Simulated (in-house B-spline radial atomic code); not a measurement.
## RPA and G0W0 on r2SCAN: neutral calcium

Configuration [Ar] 4s2, mean-field start r2SCAN. Computed with a B-spline radial code for spherical atoms: all electrons, non-relativistic, point nucleus, each spin shell either full or empty, empty states to l = 9 with an (l + 1/2)⁻⁴ tail; G0W0 by contour deformation at full frequency.

Command:
```bash
python run_gw.py task.json out
```
Settings (radii: box in bohr, nucleus in fm):
```
Z                        20
electrons                20
configuration            [Ar] 4s2
hamiltonian              nr
method                   r2scan
lmax                     9
spin_polarised           False
box_radius               40
intervals                53
ion_configuration        [Ar] 4s1
```

Run time, properties included: 4.6 s on 1 thread of Arm Neoverse N1, with other jobs on the host.

Energies (hartree):

```csv
term,value
mean-field total,-677.52318
Hartree-Fock functional on these orbitals,-676.75116
direct second order,-1.4682
second-order exchange,0.49806
SOSEX correction,0.43355
```

Problem. What is the RPA correlation energy, and what remains with SOSEX?

Solution. RPA gives -1.2231 hartree (-1.66 eV per electron); RPA + SOSEX gives -0.78951, and the second-order doubles -0.97011 hartree (no singles). SOSEX takes back 35 % of the RPA value.

Quasi-particle levels (eV):

```csv
level,occupied,mean field,Σx - vxc,Σc,QP weight,G0W0
4s,yes,-3.818,-1.41,?,?,?
```

G0W0 = mean field + (Σx - vxc) + Σc, with Σc (partial-wave tail included) taken at the quasi-particle energy. Only the outer levels were computed. Levels of low weight are left out.

Problem. Where does G0W0 put 4s?

Solution. At -6.224 eV, with Σc = -0.99 eV and a quasi-particle weight of 0.820. The tabulated removal energy is 6.113 eV (NIST, measured); the calculation leaves out relativity, Breit and QED terms, and what these don't explain is the method's own error.

Problem. What does it cost to remove one electron (to [Ar] 4s1) by differences of total energies, each species on its own start (correlation terms add to the Hartree-Fock functional)?

Solution. r2SCAN 5.811 eV, Hartree-Fock functional 5.107 eV, + RPA 6.453 eV, + RPA + SOSEX 6.147 eV, + second order 6.961 eV. Tabulated: 6.113 eV (NIST, measured); the calculation leaves out relativity, Breit and QED terms, and what these don't explain is the method's own error.
